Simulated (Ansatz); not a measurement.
Relaxation of CH$_{6}$N$_{2}$Si (10 atoms, charge 0, multiplicity 1), to a largest force component of 0.015 eV/Å in at most 40 steps.

All numbers below come from RKS PBE-D4/STO-3G in Ansatz.

```xyz
10
Properties=species:S:1:pos:R:3
C -1.596 0.715 -0.407
N -0.368 0.642 -0.480
Si 0.296 -0.631 0.441
N 2.024 -0.366 0.056
H -2.135 1.552 -1.014
H -2.319 0.129 0.173
H 0.133 -0.388 1.895
H -0.085 -1.921 -0.064
H 2.259 -1.232 -0.312
H 2.429 -0.337 0.974
```

Task: Where does it end, and by what steps?

Result: It converged. Limits of this set-up: minimal basis. After 19 steps the energy has fallen by 1.268 eV; H6 moved furthest, 1.03 Å.

```csv
step,energy less start (eV),largest force component (eV/Å),accepted
0,0.0000,6.957,yes
1,-1.0678,1.100,yes
2,-1.0967,1.112,yes
3,-1.0862,0.778,no
4,-1.1600,0.513,yes
5,-1.1760,0.326,yes
6,-1.1978,0.147,yes
7,-1.1890,0.923,no
8,-1.2118,0.113,yes
9,-1.2247,0.209,yes
10,-1.2427,0.124,yes
11,-1.2452,0.638,yes
12,-1.2607,0.366,yes
13,-1.1186,1.577,no
14,-1.2668,0.096,yes
15,-1.2648,0.138,no
16,-1.2678,0.058,yes
17,-1.2681,0.027,yes
18,-1.2682,0.034,yes
19,-1.2682,0.010,yes
```

```xyz
10
Properties=species:S:1:pos:R:3
C -1.605 0.834 -0.437
N -0.626 0.086 -0.890
Si 0.276 -0.835 0.413
N 1.951 -0.192 0.363
H -2.207 1.428 -1.165
H -1.933 0.963 0.628
H -0.233 -0.618 1.767
H 0.115 -2.250 0.059
H 2.385 -0.513 -0.554
H 2.515 -0.740 1.080
```

Whether the end is a true minimum wasn't checked by a vibrational analysis.

The run took 36 s on 1 thread of Arm Neoverse V1 (shared host), peak memory 0.19 GiB.
